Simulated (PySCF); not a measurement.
# Re: excitation energy

Re [Xe] 4f14 5d5 6s2 (6S) → Re [Xe] 4f14 5d5 6s1 6p1 (8P), as a difference of total energies. Calculation: PySCF 2.14, in aug-cc-pwCVTZ-PP with ECP60MDF (8s8p7d4f3g, 122 functions); a scalar-relativistic core potential. Correlated levels: valence: 5s2 5p6 frozen; valence and next inner shell: nothing frozen outside the core potential. The calculations carry no spin-orbit coupling.

| method | excitation energy (eV) |
| --- | --- |
| UHF | 1.076 |
| LDA | 2.961 |
| PBE | 2.613 |
| PBE0 | 2.374 |
| r2SCAN | 2.143 |
| BLYP | 3.232 |
| B2PLYP | 2.895 |
| r2SCAN0 | 2.133 |
| MP2 (valence) | 2.313 |
| SCS-MP2 (valence) | 2.758 |
| MP2 (valence and next inner shell) | 2.520 |
| SCS-MP2 (valence and next inner shell) | 2.838 |

**Question.** How much does correlation contribute at MP2 (valence and next inner shell)?

**Answer.** 2.520 − (1.076) = 1.444 eV, measured against UHF.
